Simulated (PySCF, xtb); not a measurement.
ZrI₄, SMILES [I][Zr]([I])([I])[I], multiplicity 1.

Harmonic wavenumbers (cm⁻¹) from xtb with GFN2-xTB at its own minimum, in rising order: 31, 31, 32, 32, 32, 160, 272, 272, 272.

### Question
What does PBE-D3(BJ)/def2-SVP (PySCF) give at its own minimum? (Estimate from the structure and the level; the computed values follow.)

### Answer
42, 42, 51, 51, 51, 159, 257, 257, 257. Paired by order, the mean absolute difference is 14 cm⁻¹ and the zero-point energies are 1.6 and 1.7 kcal/mol.
